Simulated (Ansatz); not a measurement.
Reaction (formal hydrolysis of the In–N bond): `[NH2][In]([Cl])[Br]` + H₂O → `[OH][In]([Cl])[Br]` + NH₃

Calculated with Ansatz (gas phase, PBE0-D4/def2-TZVP geometries, no zero-point term in ΔE). CCSD(T)/CBS is the MP2 limit (def2-TZVPP, def2-QZVPP) plus CCSD(T) − MP2 in def2-TZVPP, frozen cores. This one scheme is used for every species. Functionals use def2-TZVPP. def2 core potentials past Kr. For Br, In outer-core shells are correlated without core-valence functions, which leaves a few kJ/mol of doubt a bond. Scalar relativity is left out up to krypton. One conformer a species, not always the lowest.

| level | ΔE (kJ/mol) |
| --- | --- |
| r2SCANh-D4 | -13.5 |
| CCSD(T)/def2-SVP | -14.8 |
| MP2/def2-TZVPP | -8.0 |
| SCS-MP2/def2-TZVPP | -10.7 |

**Question.** What does CCSD(T)/CBS give? (Estimate.)

**Answer.** Computed: -9.2 kJ/mol. The listed levels differ from it by -4.3, -5.6, 1.2, -1.5 kJ/mol.

Largest T1 diagnostic among the species: 0.013.

Leaving LDA and LC-ωPBE aside and taking each functional with its dispersion term where it has one, the values, not all of them listed here, spread over 11.3 kJ/mol, from B97M-V to PBE-QIDH. LDA lies +7.2 kJ/mol from PBE without D4. From BLYP to BHLYP (50 % exact exchange), in def2-TZVPP and without D4, ΔE moves by +6.5 kJ/mol.

CCSD(T)/CBS has its own doubt, a few kJ/mol and more with outer-core shells, so smaller differences from it don't rank the levels.
